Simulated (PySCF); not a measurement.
## Nickel: a sound run and one with changed settings

Sound run: Ni²⁺ [Ar] 3d8, Ni³⁺ [Ar] 3d7. All numbers are calculated (PySCF 2.14, the non-relativistic Hamiltonian (point nucleus), in cc-pVTZ (7s6p4d2f1g, 68 functions)). The sound run starts from symmetry-adapted Hartree-Fock orbitals and uses a fine grid where one is needed.

Changed run: 6 angular points. This setting is unsound on purpose.

| species | method | sound run (hartree) | changed run (hartree) | converged |
| --- | --- | --- | --- | --- |
| Ni²⁺ | UHF | -1506.03838 | -1506.03838 | yes |
| Ni²⁺ | r2SCAN | -1507.33075 | -1513.10791 | yes |
| Ni²⁺ | M06-L | -1507.31093 | -1513.54473 | yes |
| Ni³⁺ | UHF | -1504.82997 | -1504.82997 | yes |
| Ni³⁺ | r2SCAN | -1506.01778 | -1517.47803 | yes |
| Ni³⁺ | M06-L | -1506.00367 | -1517.91420 | yes |

Ionisation energy of Ni²⁺:

| method | sound run (eV) | changed run (eV) |
| --- | --- | --- |
| UHF | 32.883 | 32.883 |

A coarse angular grid integrates products of high-l functions wrongly, so density functionals can shift, and the SCF can exploit the error; Hartree-Fock and MP2 need no grid.

For comparison, NIST gives 35.187 ± 0.019 eV between the lowest levels.
